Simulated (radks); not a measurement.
The numbers below are computed, except where a source is named.
Species: the thulium ion Tm3+. Configuration: [Kr] 4d10 4f12 5s1 5p6 5f1 (not the ground configuration).

Code: a radial shooting solver on a logarithmic mesh with Libxc functionals. Model: Dirac Kohn-Sham, revPBE, spin-unpolarised, spherical densities, point nucleus; open shells are shared between the two j in proportion to 2j + 1.

Energy parts (hartree):
| part | energy |
|---|---|
| total | -13577.9904 |
| kinetic | 15038.2321 |
| electron-nucleus | -33556.7662 |
| Hartree | 5226.2239 |
| exchange-correlation | -285.6802 |

Orbitals (lengths in bohr, moments of r in powers of bohr):
orbital,occ.,eigenvalue (hartree),<r^4>
1s1/2,2,-2177.959,8.075e-07
2s1/2,2,-368.5842,0.0001243
2p1/2,2,-351.3371,0.00007589
2p3/2,4,-315.3152,0.0001047
3s1/2,2,-84.09674,0.004690
3p1/2,2,-76.51956,0.004199
3p3/2,4,-68.91277,0.005334
3d3/2,4,-56.01138,0.003726
3d5/2,6,-54.34919,0.004011
4s1/2,2,-17.87044,0.1138
4p1/2,2,-14.82381,0.1272
4p3/2,4,-13.10541,0.1620
4d3/2,4,-8.09685,0.2218
4d5/2,6,-7.78346,0.2399
4f5/2,5.14286,-1.70845,1.153
4f7/2,6.85714,-1.66092,1.238
5s1/2,1,-3.41623,3.707
5p1/2,2,-2.54864,5.697
5p3/2,4,-2.30419,7.370
5f5/2,0.428571,-0.43149,631.2
5f7/2,0.571429,-0.43051,639.1

The highest occupied level is 5f7/2 at -11.715 eV. Summed over all electrons, <r^2> = 50.35 bohr^2, which gives a Langevin (diamagnetic) susceptibility term of -39.9 x 10^-6 cm^3/mol. The density falls to 0.001 e/bohr^3 at r = 4.51 bohr.
